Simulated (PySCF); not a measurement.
Species: C₆H₁₃O (doublet state).
Structure used (PBE0-D3(BJ)/def2-SVP), in Å, numbered top down from 1:
```xyz
20
C6H13O angstrom
C      1.616   -0.698    1.043
C      1.224   -0.064   -0.249
C      2.260    0.510   -1.148
O      0.055    0.636   -0.322
C     -1.106    0.122    0.310
C     -1.578   -1.147   -0.379
C     -2.137    1.230    0.270
H      1.747    0.052    1.852
H      0.885   -1.437    1.407
H      2.576   -1.220    0.924
H      3.096   -0.191   -1.290
H      1.824    0.744   -2.131
H      2.683    1.455   -0.748
H     -0.876   -0.106    1.368
H     -1.822   -0.936   -1.432
H     -0.794   -1.919   -0.363
H     -2.474   -1.551    0.114
H     -3.062    0.921    0.777
H     -2.377    1.488   -0.773
H     -1.749    2.133    0.764
```

The hyperfine couplings belong to this conformer and change with its torsions.

The species is `O([C](C)C)C(C)C` [radical].

The calculation used PySCF 2.14.0, UKS B3LYP, IGLO-III on C O, pcH-1 on H, non-relativistic, mean-field spin-orbit, GIAO. Geometry: PBE0-D3(BJ)/def2-SVP, one conformer, isolated molecule. Stability of the SCF solution: not tested.

Question: Break the g tensor into its mass correction, gauge correction and orbital-Zeeman/spin–orbit terms.

Answer: 
```
                    Δg (ppm)     1     2     3
relativistic mass correction  -177  -177  -177
            gauge correction     4    48    50
   orbital Zeeman/spin–orbit   -20  1163  1701
                       total  -193  1034  1575
```

So g = 2.00213, 2.00335, 2.00389 and g_iso = 2.00312; the tensor is rhombic: the two nearest values differ by 31 % of g3 − g1. Axes: g3 points within 6° of the C2–C3 bond.

Question: What are the electron Larmor frequencies g μB B/h along the three axes at 1200 mT?

Answer: 33.6267, 33.6473, 33.6564 GHz for g1, g2 and g3, a range of 29.7 MHz.

Question: Average each term over the three axes. Which is largest in size?

Answer: The orbital-Zeeman/spin–orbit term 948, the mass correction -177 and the gauge correction 34 ppm, for a total of 805 ppm. The orbital-Zeeman/spin–orbit term is the largest in size. The mass correction is the same along every axis, so the anisotropy comes from the other two: their spans along these axes are 46 (gauge) and 1722 ppm (orbital Zeeman/spin–orbit).

Question: In a frozen sample, at which fields do the three g values resonate at 9.5, 34, 94 and 263 GHz (hyperfine left aside), and which band first spreads them over more than twice a line width of 1.0 mT?

Answer: 
| band | GHz | B(g3) mT | B(g2) mT | B(g1) mT | spread mT |
| --- | --- | --- | --- | --- | --- |
| X | 9.5 | 338.72 | 338.81 | 339.02 | 0.30 |
| Q | 34.0 | 1212.25 | 1212.58 | 1213.32 | 1.07 |
| W | 94.0 | 3351.52 | 3352.42 | 3354.48 | 2.96 |
| J | 263.0 | 9377.12 | 9379.65 | 9385.40 | 8.28 |

The spread grows in proportion to the frequency. W band is the first where it exceeds 2.0 mT.

The Mulliken spin populations are largest on C2 (+0.90), C1 (-0.09), C3 (-0.09) and H8 (+0.08). C2 is the only atom above +0.15. The angles at C2 add up to 351.1°, so it is slightly pyramidal.

The HOMO–LUMO gaps are 4.99 eV among the α and 7.14 eV among the β orbitals.
